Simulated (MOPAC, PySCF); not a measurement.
C$_{2}$H$_{4}$N$_{2}$, SMILES `[H]/N=C\C=N/[H]` (N–C–C–N torsion 180°), neutral singlet in the gas phase. 

Cartesian coordinates (Å):
```xyz
8

N      1.5880     0.5359    -0.6718
C      0.6984     0.1775     0.1610
C     -0.6978    -0.1774    -0.1605
N     -1.5884    -0.5359     0.6711
H      1.2012     0.5472    -1.6222
H      0.9722     0.1202     1.2214
H     -0.9710    -0.1199    -1.2210
H     -1.2026    -0.5476     1.6219
```
Charge 0, multiplicity 1.

All levels are single points at this geometry (r2SCAN-D4/def2-TZVP); Pople sets use spherical d functions. Orbital energies aren't observables, and empty levels follow the basis.

SVWN5/6-31G* in PySCF gives dipole (D) = 0.00.

### Question
Estimate the dipole (D) from each of these levels: r2SCAN-D4/def2-TZVP in PySCF; BP86/6-31G* in PySCF; M06-2X/6-31G* in PySCF; HF/6-31G* in PySCF; AM1 in MOPAC.

### Answer

```json
[
 {"level": "r2SCAN-D4/def2-TZVP in PySCF", "dipole (D)": "0.00"},
 {"level": "BP86/6-31G* in PySCF", "dipole (D)": "0.00"},
 {"level": "M06-2X/6-31G* in PySCF", "dipole (D)": "0.00"},
 {"level": "HF/6-31G* in PySCF", "dipole (D)": "0.00"},
 {"level": "AM1 in MOPAC", "dipole (D)": "0.00"}
]
```
